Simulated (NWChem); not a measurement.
System: CH$_{3}$AlF, doublet; SMILES [CH3][Al][F]

In the optimisation the excess spin sits in a' (Cs, its own frame). This spin state was assumed; another may lie lower.

Task: Give the equilibrium geometry at PBE0/def2-SVP, spin-unrestricted (NWChem) as a list of bonds and angles, with the point group.

Result: point group Cs; any orientation.
Bonds (Å): Al1–C2 1.968, Al1–F6 1.675, C2–H3 1.103, C2–H4 1.103, C2–H5 1.100. Angles (°): C2–Al1–F6 117.4, Al1–C2–H3 109.4, Al1–C2–H4 109.4, Al1–C2–H5 112.5, H3–C2–H4 107.9, H3–C2–H5 108.8, H4–C2–H5 108.8.
